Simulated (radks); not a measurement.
Problem. Successive ionisation energies (eV) of one element, from differences of total energies of ions in their ground configurations, starting at charge 0: 8.812, 15.746, 25.343, 37.171, 50.066, 63.865, 122.97. Calculated with a radial shooting solver on a logarithmic mesh with Libxc functionals: scalar-relativistic Kohn-Sham, BLYP, spin-unpolarised, spherical densities, finite nucleus; Fermi nuclear charge, rms radius 5.3658 fm. Which element is it?

Solution. Tungsten (Z = 74). The first species listed is W in [Xe] 4f14 5d4 6s2, the last W6+ in [Xe] 4f14.
